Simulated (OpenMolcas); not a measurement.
Computed levels of 3d⁴ in ions with 22 electrons, in cm-1 above ⁵D₀.

* Program: OpenMolcas 26.06
* Method: SS-CASPT2, IPEA 0.25 Eh, imaginary shift 0.1 Eh
* Basis: ANO-RCC-VQZP
* Scalar Hamiltonian: DKH2, point nucleus
* Spin-orbit coupling: RASSI with atomic mean-field integrals over the reference wave functions, term energies averaged over their components

Active space for each ion: 4 electrons in 5 orbitals (3d); closed shells correlated by CASPT2: 3s 3p.

```
 Level     V+   Cr2+   Fe4+   Co5+   Ni6+   Cu7+
   ⁵D₁   40.3   67.2    147    211    283    380
   ⁵D₂    119    199    431    614    820   1090
   ⁵D₃    234    389    838   1183   1569   2070
   ⁵D₄    381    633   1351   1893   2490   3250
³P₀(1)  10400  16310  24310  27490  30470  33310
³P₁(1)  10630  16710  25190  28740  32150  35540
³P₂(1)  11060  17420  26680  30810  34850  39010
   ³H₄  11740  17000  25140  28690  32100  35440
   ³H₅  11820  17140  25460  29160  32750  36330
```

Question: Estimate ⁵D₄, ³P₀(1), ³P₁(1) for Mn3+ from its neighbours Cr2+ and Fe4+.

Answer: ⁵D₄ is fine structure, which grows about as the fourth power of a screened charge, so the fourth roots are averaged: ((633^0.25 + 1351^0.25) / 2)^4 = 941. The calculation gives 939, so the estimate is off by +0.2 %; the measured value is 886 (Corliss and Sugar, J. Phys. Chem. Ref. Data 6, 1253 (1977)).
³P₀(1) is another term, which grows about linearly with the charge: (16310 + 24310) / 2 = 20310. The calculation gives 20570, so the estimate is off by -1.3 %; the measured value is 20654 (Corliss and Sugar, J. Phys. Chem. Ref. Data 6, 1253 (1977)).
³P₁(1) is another term, which grows about linearly with the charge: (16710 + 25190) / 2 = 20950. The calculation gives 21170, so the estimate is off by -1.0 %; the measured value is 21279 (Corliss and Sugar, J. Phys. Chem. Ref. Data 6, 1253 (1977)).

CASPT2 does not keep the components of a term degenerate, so their means are used; among the terms shown or strongly mixed into the levels shown the widest spread is 98 cm-1 (3d⁴ ³H, V+). Some high roots are left out of the spin-orbit mixing, which shifts the levels that they would mix with (holds for V+). Measured partners are found by configuration, term and J. A level has none where our copy of the source lacks it or the pairing is in doubt (some pairs that miss far off the trend of their configuration count as doubtful), and it then counts in no deviation. Only configurations of the active space appear.

A number in round brackets counts repeated terms of one configuration in the order of the reference energies.
